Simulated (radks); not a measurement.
Problem. Species: Gd9+. Configuration: [Kr] 4d10 4f5 5s2 5p2. Method: scalar-relativistic Kohn-Sham, r2SCAN, spin-polarised, spherical densities, finite nucleus; open shells are filled with parallel spins first (spin-orbit coupling, left out, can overturn this in heavy ions); meta-GGA in the generalised Kohn-Sham scheme; Fermi nuclear charge, rms radius 5.1569 fm; computed with a radial shooting solver on a logarithmic mesh with Libxc functionals. Some entries of the table are withheld. Estimate them.

orbital,occ.,eigenvalue (hartree),r(max) (bohr),<1/r> (bohr^-1)
1s up,1,-1849.250,0.01392,71.64
1s down,1,-1849.238,0.01392,71.64
2s up,1,-310.7098,0.07897,16.63
2s down,1,-310.7077,0.07897,16.63
2p up,3,-276.9858,0.06395,15.52
2p down,3,-276.9777,0.06395,15.52
3s up,1,-73.50769,0.2240,6.113
3s down,1,-73.39271,0.2239,6.120
3p up,3,-63.00491,0.2199,5.740
3p down,3,-62.88764,0.2198,5.747
3d up,5,-49.12665,0.1803,5.437
3d down,5,-49.03318,0.1802,5.444
4s up,1,-19.32295,0.5145,2.582
4s down,1,-19.05822,0.5146,2.577
4p up,3,-15.81786,0.5362,2.381
4p down,3,-15.55493,0.5363,2.377
4d up,5,-10.94308,0.5552,2.116
4d down,5,-10.67539,0.5554,2.113
5s up,1,-6.58594,1.130,1.121
5s down,1,-6.30862,1.136,1.111
4f up,5,-5.58297,(1),1.702
5p up,2,-5.52787,1.230,1.016
4f down,0,-5.29953,(2),1.702
5p down,0,-5.26396,1.240,1.005
5d up,0,-4.05171,1.419,0.8663
5d down,0,-3.78645,1.420,0.8704
6s up,0,-3.13290,2.199,0.6088
6s down,0,-2.74739,2.098,0.6732

Solution. 
(1) 4f up r(max) (bohr): 0.5459
(2) 4f down r(max) (bohr): 0.5466
